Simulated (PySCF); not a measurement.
## How methods differ on the ionisation energy of Os⁺

Os⁺ [Xe] 4f14 5d6 6s1 [5d3/2^4 5d5/2^2 6s1/2^1, M_J = 9/2] → Os²⁺ [Xe] 4f14 5d6 [5d3/2^4 5d5/2^2, M_J = 4], as a difference of total energies. Calculation: PySCF 2.14, in x2c-TZVPall-2c (11s11p10d2f, 108 functions); the two-component X2C-1e Hamiltonian. "Screened" scales the spin-orbit matrix elements by Boettger's factors to mimic the two-electron term; Breit and QED terms are absent.

```tsv
method	ionisation energy (eV)
GHF (spin-free)	16.063
GHF (screened spin-orbit)	16.040
```

The spin-free rows relax to the high-spin LS determinant and lack the spin-orbit shift.

Errors of the correlated levels include the incompleteness of this basis and the frozen core.

The labels give the starting determinants; with spin-orbit coupling the two ends relaxed to ⟨J²⟩ = 24.77, ⟨L²⟩ = 6.59, ⟨S²⟩ = 8.55 and ⟨J²⟩ = 20.06, ⟨L²⟩ = 6.68, ⟨S²⟩ = 5.82.

For comparison: 17 ± 1 eV (semi-empirical (NIST evaluation); NIST Atomic Spectra Database, ionization energies).
